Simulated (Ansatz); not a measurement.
**Question.** Name a neutral molecule of C, O, Si and H with HOMO–LUMO gap (B3LYP/def2-TZVPP) between 8.05 and 8.35 eV and HOMO energy (PBE0/def2-TZVPP) between -8.25 and -7.95 eV (Ansatz, PBE0-D4/def2-TZVP geometry).

**Answer.** `C[SiH](O)O[SiH](O)O` (8.22 eV, -8.18 eV). Other molecules can fit too; these were computed, each in one conformer that needn't be the lowest.

B3LYP here is the variant with VWN-RPA as its local correlation; programs differ in this.
